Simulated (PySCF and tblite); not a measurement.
Values are calculated unless marked as measured or tabulated.
System: C6H9N, numbered as in [CH2:1]=[CH:2][C:3]1=[CH:4][N:5]([CH3:6])[CH2:7]1.

Level: PBE0/pcSseg-1 + D3(BJ) on GFN2-xTB stationary points, with GFN2-xTB thermal terms. Rates follow Eyring's equation with the number of equivalent paths and no tunnelling. Run with tblite and PySCF.

Problem. Estimate the barrier and the room-temperature rate of the pyramidal inversion at N5.

Solution. The electronic barrier is 3.8 kcal/mol and ΔG‡(298 K) 3.4 kcal/mol, over a Cs saddle with an imaginary mode of 187i cm⁻¹ (GFN2-xTB). With 1 equivalent path, k is 2×10¹⁰ s⁻¹, a mean lifetime of the start of 50 ps against this motion.
